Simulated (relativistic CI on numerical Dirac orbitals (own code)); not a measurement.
Slater and spin-orbit integrals, Tm XLVI

Calculated at this level of theory: Dirac-Coulomb-Breit CI, KLI orbitals optimised for each configuration, model QED, unscaled Slater integrals (own radial code, finite nucleus).

Slater integrals F^k, G^k are unscaled and averaged over j, outside the closed core [Ne]; ζ comes from projecting the Hamiltonian with its Breit term on Σ l·s of the shell.

- 3s2 3p6 3d6: F^2(3d,3d) = 545580, F^4(3d,3d) = 352180, ζ(3d) = 161780 cm⁻¹; <r>(3d) = 0.187, <r^2>(3d) = 0.04057 (bohr units).
- 3s2 3p5 3d7: ζ(3p) = 1.2231e+06, F^2(3d,3d) = 544710, F^4(3d,3d) = 351590, F^2(3p,3d) = 473620, G^1(3p,3d) = 506750, G^3(3p,3d) = 337540, ζ(3d) = 160380 cm⁻¹; <r>(3p) = 0.2088, <r^2>(3p) = 0.05049, <r>(3d) = 0.1873, <r^2>(3d) = 0.04069 (bohr units).
- 3s2 3p4 3d8: F^2(3p,3p) = 470180, ζ(3p) = 1.2223e+06, F^2(3d,3d) = 543820, F^4(3d,3d) = 350990, F^2(3p,3d) = 473200, G^1(3p,3d) = 506750, G^3(3p,3d) = 337400, ζ(3d) = 158980 cm⁻¹; <r>(3p) = 0.209, <r^2>(3p) = 0.05058, <r>(3d) = 0.1875, <r^2>(3d) = 0.04081 (bohr units).

Task: Give the Racah parameters of the d shell in 3s2 3p6 3d6.

Result: B = F²/49 − 5F⁴/441 = 7141 cm⁻¹ and C = 35F⁴/441 = 27951 cm⁻¹.

Averages of the first 10 configurations, taken without configuration mixing, which lowers the lowest level and can move excited configurations by several eV; other configurations of the list can lie among them:

| Configuration | Parity | States | Average energy above the lowest level (eV) |
| --- | --- | --- | --- |
| 3s2 3p6 3d6 | even | 210 | 90.9 |
| 3s2 3p5 3d7 | odd | 720 | 509.9 |
| 3s2 3p4 3d8 | even | 675 | 936.4 |
| 3s 3p6 3d7 | even | 240 | 869.5 |
| 3p6 3d8 | even | 45 | 1658.3 |
| 3s 3p5 3d8 | odd | 540 | 1287.0 |
| 3s2 3p6 3d5 4s | even | 504 | 1590.6 |
| 3s2 3p6 3d5 4p | odd | 1512 | 1726.1 |
| 3s2 3p4 3d7 4s | even | 3600 | 2418.0 |
| 3s2 3p6 3d5 4d | even | 2520 | 1885.9 |
